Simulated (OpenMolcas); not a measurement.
**Levels of W I by method**

* Program: OpenMolcas 26.06
* Basis: ANO-R1 [7s5p4d2f]
* Scalar Hamiltonian: X2C, finite nucleus
* Active space: 6 electrons in 6 orbitals (5d 6s)
* State averaging: 2S+1 = 5 even, 30 roots (23 in the spin-orbit step); 2S+1 = 7 even, 1 root kept (CI in the orbitals of an earlier block); 2S+1 = 3 even, 55 roots kept (CI in the orbitals of an earlier block); 2S+1 = 1 even, 30 roots kept (CI in the orbitals of an earlier block)
* Spin-orbit coupling: state interaction with AMFI integrals over the reference wave functions, term energies averaged over their components

Methods on the same reference wave functions:
A. CASSCF
B. SS-CASPT2, IPEA 0.25 Eh, imaginary shift 0.1 Eh (closed shells correlated: 5s 5p)
C. MS-CASPT2, IPEA 0.25 Eh, imaginary shift 0.1 Eh (closed shells correlated: 5s 5p)

Energies in cm⁻¹ above 5d⁴ 6s² ⁵D₀, the measured ground level; measured values from NIST Handbook of Basic Atomic Spectroscopic Data.

| Level | A | B | C | Measured |
| --- | --- | --- | --- | --- |
| 5d⁵ 6s ⁷S₃ | -7682 | 847 | 1922 | 2951 |
| 5d⁴ 6s² ⁵D₀ | 0.0 | 0.0 | 0.0 | 0.0 |
| 5d⁴ 6s² ⁵D₁ | 1011 | 1105 | 1084 | 1670 |
| 5d⁴ 6s² ⁵D₂ | 2277 | 2460 | 2520 | 3326 |
| 5d⁴ 6s² ⁵D₃ | 3547 | 3780 | 3970 | 4830 |
| 5d⁴ 6s² ⁵D₄ | 4842 | 5020 | 5410 | 6219 |
| 5d⁴ 6s² ³P₀ [57 %] | 10914 | 10450 | 11420 | 9258 |
| 5d⁴ 6s² ³P₁ [59 %] | 14600 | 14080 | 15140 | 13307 |
| 5d⁵ 6s ⁵G₃ [60 %] | 15336 | 21330 | 22380 |  |
| 5d⁵ 6s ⁵G₄ | 15462 | 21620 | 22710 |  |
| 5d⁵ 6s ⁵G₅ | 15644 | 22070 | 23140 |  |
| 5d⁵ 6s ⁵G₆ | 15671 | 22090 | 23150 |  |
| 5d⁴ 6s² ³F₂ | 17289 | 17310 | 18330 |  |
| 5d⁵ 6s ⁵P₁ [54 %] | 17626 | 22380 | 23590 |  |
| 5d⁴ 6s² ³F₃ [51 %] | 18227 | 18810 | 20010 |  |
| 5d⁴ 6s² ³H₆ | 18921 | 18160 | 19230 |  |

A puts 5d⁵ 6s ⁷S₃ lowest.

Deviations, from unrounded energies. A percentage is the sum of absolute deviations over the sum of measured energies, with the sign that they share, or ± where signs differ.

```csv
Against measurement,Levels,A,B,C
mean absolute deviation (cm-1),7,2600,1100,1200
fine structure of the ground term (%),4,-27.2,-23.0,-19.1
other terms of the ground configuration (%),2,+13.1,+8.7,+17.7
other configurations (%),1,-360.3,-71.3,-34.9
```

B, C lie about equally close to measurement and A furthest from it. The largest miss of B in the table is 5d⁵ 6s ⁷S₃, by -2100 cm-1. The ranking rests on the paired levels alone, and a cruder setting can come out closer through cancelling errors.

Between B and C the level of the table that moves most is 5d⁵ 6s ⁵P₁ [54 %], by 1200 cm-1 (lowest in B, highest in C). Moves below CASPT2's spread within the term are not significant.

The mean deviations of B to C differ by less than CASPT2's widest spread within a term (720 cm-1), so their order carries little weight.

From A to B the spin-free energies of the other terms of 5d⁴ 6s² shown, above ⁵D, scale by factors of 0.88 to 0.99.

The lowest spin-free term lies below A's lowest term by 0.200 hartree in B, 0.200 hartree in C.

Term energies are means over components that CASPT2 splits; among the terms shown or strongly mixed into the levels shown the widest spread is 1500 cm-1 (5d⁴ 6s² ¹I, C). Some high roots are left out of the spin-orbit mixing, which shifts the levels that they would mix with. Terms from blocks run as CI alone lack orbitals of their own. Configurations are named by rounded mean occupations; where the s occupation lies near a half they are strongly mixed, a name can repeat and a true partner stay unpaired. A single d shell beside an s shell can misplace configurations of different d count against each other. Without dynamic correlation excited terms often stand tens of per cent too high (terms of higher spin than the ground term too low), and those without a measured partner can miss by more than the paired ones (holds for A). The lowest computed level is not the ground level that NIST lists (5D0) (holds for A). The lowest spin-free term belongs to 5d⁵ 6s, not to the configuration of the lowest level (holds for B; C). Some terms miss by over 15 % even with CASPT2, which points to a basis or an active space too small for the shells correlated (holds for B; C). The CASPT2 spread within a term exceeds the gap to the next term for 5d⁴ 6s² ³F and 5d⁴ 6s² ³H, 5d⁴ 6s² ³H and 5d⁴ 6s² ³G, 5d⁵ 6s ⁵P and 5d⁴ 6s² ¹I and others, so the order of their levels is uncertain, and so are names and mixing where such terms share a J (holds for C). Computed and measured levels are paired by configuration, term and J; levels that our copy of the source lacks, or whose pairing is in doubt (as where it misses far off the trend of its configuration), stay unpaired and out of the deviations. Only configurations of the active space appear. Levels that lie high or do not pair safely by name in every column are left out.

A share in square brackets marks a mixed level and gives the weight of the term that names it, the lowest over the columns.
